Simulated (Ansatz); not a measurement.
CH₅BFNO, SMILES `NC(O)BF`, relaxed with RKS PBE-D4/def2-SVP in Ansatz 0.2.0 from a rough embedded geometry. The force threshold is 0.03 eV/Å; the program also tests the step.

Charge 0, multiplicity 1.

Start:

```xyz
10

N    -1.018   -0.565    0.642
C     0.018    0.361    0.269
O    -0.581    1.440   -0.327
B     1.065   -0.233   -0.810
F     1.915   -1.378   -0.338
H    -1.464   -1.010   -0.218
H    -0.537   -1.417    1.110
H     0.559    0.707    1.131
H    -1.163    1.904    0.362
H     1.206    0.191   -1.821
```

Task: How much energy does the relaxation release, and in how many steps? (Estimate.)

Result: Computed: 23.18 kcal/mol, in 10 steps, 1 of them rejected.

Task: Which bonds change most? (Best estimate.)

Result: Computed: B4–F5 from 1.503 to 1.342 Å; B4–H10 from 1.105 to 1.221 Å; N1–H7 from 1.084 to 1.027 Å; C2–B4 from 1.616 to 1.569 Å.

Task: Give the relaxed structure. (Estimate.)

Result: Computed: 
```xyz
10

N    -0.934   -0.591    0.443
C     0.102    0.462    0.315
O    -0.454    1.647   -0.185
B     1.030   -0.278   -0.713
F     2.067   -1.007   -0.274
H    -1.244   -0.950   -0.472
H    -0.653   -1.374    1.046
H     0.557    0.576    1.330
H    -1.203    1.871    0.404
H     0.732   -0.356   -1.894
```
